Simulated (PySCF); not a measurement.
Structure with atom numbers: `[CH3:1][N+:2]1([CH3:3])[CH2:4][CH2:5][CH2:6][CH2:7][CH2:8]1` (H(Xn): hydrogen on atom n).

Geometry: PBE0-D3(BJ)/def2-SVP; GIAO shifts from PySCF 2.14, gas phase, non-relativistic, averaged over equivalent atoms.

At PBE0/pcSseg-1 (216 basis functions, 40 s wall time on 1 thread of an Arm Neoverse V1, shared host):
```
      atoms  δ (ppm)
      C4/C8     65.9
      C1/C3     52.9
         C6     21.9
      C5/C7     21.7
         N2     74.9
H(C4)/H(C8)     2.92
H(C1)/H(C3)     2.88
H(C5)/H(C7)     1.96
      H(C6)     1.80
```

Referencing at the same level of theory: 13C (σref 184.41), 1H (σref 31.27) against TMS; 15N (σref 265.67) against NH3.

Task: Predict the values at PBE/pcSseg-1 on the same geometry.

Result: 
```json
{"atoms": "C4/C8", "δ at PBE/pcSseg-1": "68.4", "change": "+2.5"}
{"atoms": "C1/C3", "δ at PBE/pcSseg-1": "54.1", "change": "+1.2"}
{"atoms": "C6", "δ at PBE/pcSseg-1": "23.6", "change": "+1.7"}
{"atoms": "C5/C7", "δ at PBE/pcSseg-1": "23.5", "change": "+1.8"}
{"atoms": "N2", "δ at PBE/pcSseg-1": "86.7", "change": "+11.8"}
{"atoms": "H(C4)/H(C8)", "δ at PBE/pcSseg-1": "3.01", "change": "+0.09"}
{"atoms": "H(C1)/H(C3)", "δ at PBE/pcSseg-1": "2.89", "change": "+0.01"}
{"atoms": "H(C5)/H(C7)", "δ at PBE/pcSseg-1": "2.02", "change": "+0.06"}
{"atoms": "H(C6)", "δ at PBE/pcSseg-1": "1.83", "change": "+0.03"}
```

Chemical shifts δ = σref − σ; TMS for 13C (180.03 ppm) and 1H (31.20 ppm); 15N (265.06 ppm) vs NH3, all at this level.

The largest change is at N2 (ammonium nitrogen). Cost: 216 basis functions, 64 s wall time on 1 thread of an Arm Neoverse V1, shared host. The order of the carbon signals is the same at both levels.

The carbons averaged at δ 52.9 differ by 11 ppm in this conformer. Experimental scales use liquid or dissolved standards, which lie at an offset from isolated NH3 (liquid NH3: subtract about 20 ppm).
